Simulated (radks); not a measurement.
The numbers below are computed, except where a source is named.
Species: the lead ion Pb5+. Configuration: [Xe] 4f14 5d9. Code: a radial shooting solver on a logarithmic mesh with Libxc functionals. Model: scalar-relativistic Kohn-Sham, LB94 model potential, spin-polarised, spherical densities, finite nucleus; open shells are filled with parallel spins first (spin-orbit coupling, left out, can overturn this in heavy ions); Fermi nuclear charge, rms radius 5.5012 fm.

Normalised radial functions P(r) = r R(r), r in bohr:

| r | 5s down |
|---|---|
| 0.002148 | 0.1600 |
| 0.002842 | 0.1863 |
| 0.003761 | 0.2113 |
| 0.004976 | 0.2306 |
| 0.006584 | 0.2377 |
| 0.008642 | 0.2244 |
| 0.01143 | 0.1793 |
| 0.01513 | 0.0931 |
| 0.02002 | -0.0358 |
| 0.02649 | -0.1906 |
| 0.03505 | -0.3245 |
| 0.04637 | -0.3606 |
| 0.06135 | -0.2213 |
| 0.08118 | 0.0962 |
| 0.1066 | 0.4259 |
| 0.141 | 0.4967 |
| 0.1865 | 0.0990 |
| 0.2468 | -0.5255 |
| 0.3266 | -0.7313 |
| 0.4321 | -0.1390 |
| 0.5717 | 0.8159 |
| 0.7564 | 1.3069 |
| 1.001 | 1.0693 |
| 1.314 | 0.5513 |
| 1.738 | 0.1713 |
| 2.3 | 0.0297 |
| 3.043 | 0.0025 |
| 4.026 | 0.0001 |

5s down: eigenvalue -213.72 eV, 4 radial nodes at r = 0.0187, 0.0754, 0.195, 0.450 bohr, <r> = 0.845 bohr, 90 % of the charge inside 1.20 bohr.
